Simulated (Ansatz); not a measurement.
```yaml
crystal:
  periodic: [false, false, false]
  atoms:
    - {symbol: Be, position_ang: [0.000032, 0.000019, -0.000004]}
    - {symbol: Cl, position_ang: [-0.016691, -0.020623, 1.803895]}
    - {symbol: Cl, position_ang: [0.016659, 0.020604, -1.803901]}
basis:
  gaussian: {orbitals: def2-TZVPP}
total_charge: 1
magnetization: {spin_polarized: true, initial_magnetization: 1}
hamiltonian: {xc: {name: SPW92}}
scf: {omitted_lower_state_checks: [starts]}
```

```sh
$ ansatz run in.yaml --threads 4 --pin off --events-out ev --progress --plain --max-ram 3916MiB
```

Shortened log:

```
Functional definition: SPW92
  name "SPW92"
  cite "Dirac, Proc. Camb. Phil. Soc. 26, 376 (1930) doi:10.1017/S0305004100016108"
  cite "Slater, Phys. Rev. 81, 385 (1951) doi:10.1103/PhysRev.81.385"
  cite "Perdew & Wang, Phys. Rev. B 45, 13244 (1992) doi:10.1103/PhysRevB.45.13244"
  exchange = slater_x
  correlation = pw_c
these checks for a lower state are left out or cut short: starts
729 factors; their error is unknown
mean field evaluation 1: about -25350.6110 eV, gradient 2.3e1 eV
mean field evaluation 2: about -25350.1257 eV, gradient 2.8e1 eV
mean field evaluation 4: about -25352.8324 eV, gradient 4.8e0 eV
mean field evaluation 8: about -25352.8958 eV, gradient 2.9e0 eV
mean field evaluation 16: about -25352.9182 eV, gradient 1.5e-5 eV
mean field -25352.91815452 eV, -931.7025573533 hartree, gradient 1.1e-7 eV, S^2 0.751985; 0 other end points of the search recorded, 0 dependent functions left out
reference -25352.91818366 eV, -931.7025584244 hartree; 19, 18 occupied and 84, 85 virtual orbitals, 729 factors
Total energy: -25352.91818366 eV, -931.7025584244 hartree
Checks for a lower state left out: starts
```

Hardware: 4 threads of Intel Xeon on a shared host. Wall time 9 s.
